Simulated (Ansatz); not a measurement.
Ansatz (a first-principles code) input (SVWN5/def2-TZVP):

Ansatz 0.2 input:
```yaml
crystal:
  periodic: [false, false, false]
  atoms:
    - {symbol: Te, position_ang: [-0.00000000, -0.00000000, -1.28732366]}
    - {symbol: Te, position_ang: [0.00000000, 0.00000000, 1.28732366]}
basis:
  gaussian:
    orbitals: def2-TZVP
hamiltonian:
  xc: {name: SVWN5}
magnetization: {spin_polarized: true, initial_magnetization: 2}
relax: {f_tol: 0.003, max_steps: 100}
```

End of the output:

```
mean field -14566.88004290 eV, -535.3229677907 hartree, gradient 1.1e-5 eV, S^2 2.001697; 0 other end points of the search recorded, 0 dependent functions left out
the calculation of the forces begins
reference -14566.88006792 eV, -535.3229687100 hartree; 25, 23 occupied and 75, 77 virtual orbitals, 772 factors
relax step   4: F+E_penalty+E_count = -14566.88004290 eV  Δ(F+E_penalty+E_count) = -2.020e-5 eV  max|allowed force component| = 1.981e-4 eV/Å  Δτ_max = 0.0008 Å  (32 SCF iters, accepted)
integrals: 0.03 GiB planned
772 factors; their error is unknown
mean field: 0.28 GiB planned
mean field evaluation 64: about -14566.8800 eV, gradient 2.1e-5 eV
mean field -14566.88004290 eV, -535.3229677907 hartree, gradient 1.2e-5 eV, S^2 2.001697; 1 other end points of the search recorded, 0 dependent functions left out
the calculation of the forces begins
reference -14566.88006792 eV, -535.3229687100 hartree; 25, 23 occupied and 75, 77 virtual orbitals, 772 factors
Total energy: -14566.88006792 eV, -535.3229687100 hartree
Atom 0 at     0.000000     0.000000    -1.273955 Å, force    -0.000000     0.000000     0.000198 eV/Å
Atom 1 at    -0.000000    -0.000000     1.273955 Å, force     0.000000    -0.000000    -0.000198 eV/Å
Dipole moment:    -0.000000    -0.000000     0.000000 e Å
```
